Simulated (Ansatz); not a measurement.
Cost and result for the atomization energy of C2H8GeSi (`[SiH3][CH]1[CH2][GeH2]1`) (12 atoms, 12 bonds).

```
atom   x (Å)   y (Å)   z (Å)
 Si1  -1.611   0.643  -0.095
  C2  -0.024  -0.138  -0.628
  C3   0.594  -1.267   0.205
 Ge4   1.631   0.365   0.285
  H5  -1.821   1.939  -0.794
  H6  -2.792  -0.229  -0.361
  H7  -1.557   0.888   1.374
  H8   0.097  -0.249  -1.703
  H9   0.062  -1.568   1.103
 H10   1.010  -2.107  -0.340
 H11   1.522   1.252   1.517
 H12   2.891   0.471  -0.563
```

Total charge 0; spin multiplicity 1. Correlated methods include outer-core shells of Ge, which these sets cover unevenly. Scalar relativity is left out up to krypton. Geometry: relaxed with PBE0-D4/def2-TZVP. Program: Ansatz. All runs use 4 threads of an Arm Neoverse V1 on a shared host. Times are those of one run each, without the atoms' runs, and a repeat can differ threefold. Electronic energies, without spin–orbit coupling; frozen cores. CCSD(T)/CBS adds CCSD(T) − MP2 in def2-TZVPP to the MP2 limit, and its time is that of the two runs behind it. T1 = 0.011. With those shells the extrapolation isn't a true limit. HSE06 is the plane-wave form, built on full-range PBE exchange.

CCSD(T)/CBS is a level of theory with its own doubt, some kJ/mol a heavy atom from the limit and from the frozen cores, so smaller differences don't rank the functionals.

| level | functions | wall time | atomization (kcal/mol) | difference from CCSD(T)/CBS | per bond |
| --- | --- | --- | --- | --- | --- |
| LDA (SPW92)/def2-TZVPP | 264 | 1.6 s | 1067.2 | 116.7 | 9.7 |
| BLYP-D4/def2-TZVPP | 264 | 2.5 s | 934.2 | -16.3 | -1.4 |
| PBE-D4/def2-TZVPP (with forces) | 264 | 3.1 s | 951.3 | 0.8 | 0.1 |
| BHLYP-D4/def2-TZVPP | 264 | 4.3 s | 927.5 | -23.0 | -1.9 |
| HSE06-D4/def2-TZVPP | 264 | 4.5 s | 945.2 | -5.3 | -0.4 |
| r2SCANh-D4/def2-TZVPP | 264 | 7 s | 945.9 | -4.6 | -0.4 |
| B2PLYP/def2-TZVPP | 264 | 7.5 s | 934.1 | -16.4 | -1.4 |
| CCSD(T)/def2-SVP | 118 | 8.5 s | 896.7 | -53.8 | -4.5 |
| ωB97X-V/def2-TZVPP | 264 | 10 s | 951.9 | 1.4 | 0.1 |
| ωB97M-V/def2-TZVPP (with forces) | 264 | 15 s | 946.0 | -4.5 | -0.4 |
| MP2/def2-QZVPP | 513 | 34 s | 944.0 | -6.5 | -0.5 |
| CCSD(T)/def2-TZVPP | 264 | 3.9 min | 929.4 | -21.1 | -1.8 |
| CCSD(T)/CBS(def2) | – | 4.5 min | 950.5 | 0.0 | 0.0 |

In def2-TZVPP, CCSD(T) changes the Hartree–Fock value by +227.5 kcal/mol (the triples alone add +12.0 kcal/mol) and MP2 by +229.8 kcal/mol; breaking electron pairs costs correlation energy, which Hartree–Fock lacks. The D4 term adds +10.2 kcal/mol with B3LYP and +5.3 kcal/mol with PBE0; it sums over pairs of atoms, weighted by their polarisabilities, and B3LYP, whose exchange is more repulsive, gets the larger term. From PBE to PBE0 (25 % exact exchange), in def2-TZVPP and without D4, the atomization energy moves by −5.4 kcal/mol: exact exchange takes away binding that semilocal exchange gives to molecules.

B3LYP here is the variant with VWN-RPA as its local correlation; programs differ in this.

For some Ge, Se and Sn compounds the MP2-based and the directly extrapolated limit differ by 10 to 25 kJ/mol.
